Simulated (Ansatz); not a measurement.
Input for Ansatz (a first-principles code): R-CCSDT(Q)/cc-pV(D+d)Z on OSi (SMILES O=[Si]), 2S+1 = 1, a spin state set in the input, which need not be the lowest, at the other state's geometry. Files ending in .json are basis or fitting sets from the Basis Set Exchange.

Ansatz 0.2 input:
```yaml
crystal:
  periodic: [false, false, false]
  atoms:
    - {symbol: O, position_ang: [-0.00000000, -0.00000000, -1.00159084]}
    - {symbol: Si, position_ang: [0.00000000, 0.00000000, 0.57233762]}
basis:
  gaussian:
    orbitals: cc-pV_D+d_Z.json
magnetization: {spin_polarized: false}
correlation: {method: ccsdt_q, electrons: outside_noble_gas}
scf: {omitted_lower_state_checks: [cluster_reference]}
```

Program output:

```
WARN ansatz: RAYON_NUM_THREADS=1 ignored (pool sized by the plan → 1); use --threads N
Functional definition: HF
these checks for a lower state are left out or cut short: cluster_reference
integrals: 0.01 GiB planned
657 factors; integrals over basis functions are off by at most 1.7e-7 eV
mean field: 0.07 GiB planned
mean field evaluation 1: about -9894.3624 eV, gradient 4.7e1 eV
mean field evaluation 2: about -9894.3641 eV, gradient 4.7e1 eV
mean field evaluation 4: about -9899.2735 eV, gradient 2.4e0 eV
mean field evaluation 8: about -9899.3051 eV, gradient 8.5e-2 eV
mean field -9899.30511845 eV, -363.7927531131 hartree, gradient 1.5e-6 eV, S^2 0.000000; 0 other end points of the search recorded, 0 dependent functions left out
6 core orbitals not correlated
reference -9899.30511845 eV, -363.7927531131 hartree; 5, 5 occupied and 26, 26 virtual orbitals, 657 factors
second order -7.62497751 eV of doubles, -0.00000000 eV of singles
coupled cluster: 0.10 GiB planned
cycle   1  -7.19607399 eV  change    4.3e-1 eV  update   1.7e-1
cycle   2  -7.74994752 eV  change   -5.5e-1 eV  update   1.4e-1
cycle   3  -8.11923483 eV  change   -3.7e-1 eV  update   4.2e-2
cycle   4  -8.12602346 eV  change   -6.8e-3 eV  update   1.7e-2
cycle   5  -8.10853570 eV  change    1.7e-2 eV  update   8.1e-3
cycle   6  -8.11583154 eV  change   -7.3e-3 eV  update   4.0e-3
cycle   7  -8.11820529 eV  change   -2.4e-3 eV  update   8.6e-4
cycle   8  -8.11821461 eV  change   -9.3e-6 eV  update   4.2e-4
cycle   9  -8.11788922 eV  change    3.3e-4 eV  update   1.7e-4
cycle  10  -8.11792035 eV  change   -3.1e-5 eV  update   7.8e-5
cycle  11  -8.11784866 eV  change    7.2e-5 eV  update   3.0e-5
cycle  12  -8.11785714 eV  change   -8.5e-6 eV  update   1.1e-5
cycle  13  -8.11786201 eV  change   -4.9e-6 eV  update   5.5e-6
cycle  14  -8.11786537 eV  change   -3.4e-6 eV  update   2.0e-6
cycle  15  -8.11786647 eV  change   -1.1e-6 eV  update   8.3e-7
coupled cluster: 0.10 GiB planned
perturbative correction -0.05460206 eV, -0.0020065887 hartree
Total energy: -9907.47758698 eV, -364.0930857921 hartree
Checks for a lower state left out: cluster_reference
```

The run converged.

Cost: about 2.7 core-seconds (a rough figure).
